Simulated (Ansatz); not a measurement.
A search over several starts for the lowest SCF solution of the cluster Au2F2 at the given spin, in a small basis.

```yaml
crystal:
  periodic: [false, false, false]
  atoms:
    - {symbol: Au, position_ang: [-0.411449, 1.610741, -0.034460]}
    - {symbol: Au, position_ang: [0.411703, -1.610741, 0.034446]}
    - {symbol: F, position_ang: [1.324608, 0.337607, -0.080999]}
    - {symbol: F, position_ang: [-1.324862, -0.337605, 0.081013]}
basis:
  gaussian: {orbitals: def2-SVP, initial_orbitals: start.molden}
magnetization: {spin_polarized: true, initial_magnetization: 4}
hamiltonian: {xc: pbe0, dispersion: d4}
output: {orbitals: {seedname: orbitals}}
```

The file start.molden holds the orbitals of an earlier run on this structure, at another level or in another basis.

```sh
$ ansatz run in.yaml --threads 4 --pin off --events-out ev --progress --plain --max-ram 3916MiB
```

Output, abridged:

```
Functional definition: PBE0
908 factors; integrals over basis functions are off by at most 4.7e-4 eV
mean field evaluation 1: about -12805.5189 eV, gradient 9.4e0 eV
mean field evaluation 2: about -12805.7217 eV, gradient 2.6e-1 eV
mean field evaluation 4: about -12805.9437 eV, gradient 1.3e-3 eV
mean field evaluation 8: about -12803.5687 eV, gradient 2.5e1 eV
mean field evaluation 16: about -12805.9437 eV, gradient 6.3e-2 eV
mean field evaluation 32: about -12805.2464 eV, gradient 3.9e0 eV
mean field -12805.94369850 eV, -470.6097507397 hartree, gradient 3.2e-5 eV, S^2 6.008436; 7 other end points of the search recorded, 0 dependent functions left out
reference -12805.94373118 eV, -470.6097519405 hartree; 30, 26 occupied and 62, 66 virtual orbitals, 908 factors
Total energy: -12806.04054075 eV, -470.6133096267 hartree
```

It took 3.8 s on 4 threads of Arm Neoverse V2 on a shared host.

In the def2 sets Au takes a core potential; there is no spin–orbit coupling. At PBE0-D4/def2-TZVP a singlet of charge 0 lies 4.22 eV below the quintet, each at its own geometry. The structure comes from a short search, and lower isomers may exist.
